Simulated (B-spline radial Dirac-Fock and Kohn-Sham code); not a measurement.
5s photoionisation of Er near threshold

System: the free erbium atom, configuration 1s2 2s2 2p6 3s2 3p6 3d10 4s2 4p6 4d10 4f12 5s2 5p6 6s2. The computed 5s threshold is 60.11 eV; without correlation, outer thresholds are uncertain by 1 to 2 eV. With an open shell the threshold is an average over the terms of the final ion.

These are calculated numbers from a radial B-spline solver; the model is a relativistic central-field model (Hartree-Slater potential of the initial state, Latter tail, multipole expansion of the photon field, Dirac-Fock thresholds). Interchannel coupling and autoionising resonances are not included, so magnitudes near threshold are approximate.

Question: How do σ and β run from threshold to 400 eV kinetic energy?

Answer: The cross section has a minimum of 0.053 Mb near 5 eV kinetic energy, a Cooper minimum, where a dipole matrix element changes sign; it needs a radial node in the bound orbital. Its largest value, 0.0847 Mb, lies 54 eV above threshold. β ranges from -0.88 (at 1.5 eV) to 1.91.

```
kinetic energy (eV)  σ (Mb)      β
                1.5  0.0544  -0.88
                1.9  0.0541  -0.86
                2.3  0.0538  -0.83
                2.9  0.0535  -0.78
                3.7  0.0532  -0.72
                4.6  0.0530  -0.63
                5.7  0.0531  -0.52
                7.2  0.0535  -0.36
                9.0  0.0545  -0.17
               11.2  0.0562   0.06
               14.0  0.0589   0.32
               17.5  0.0627   0.59
               21.9  0.0674   0.84
               27.4  0.0730   1.08
               34.2  0.0784   1.27
               42.8  0.0827   1.43
               53.5  0.0847   1.55
               66.9  0.0837   1.64
               83.7  0.0799   1.71
              104.7  0.0739   1.76
              130.9  0.0660   1.81
              163.6  0.0569   1.84
              204.6  0.0475   1.86
              255.8  0.0384   1.88
              319.9  0.0305   1.89
              400.0  0.0237   1.91
```
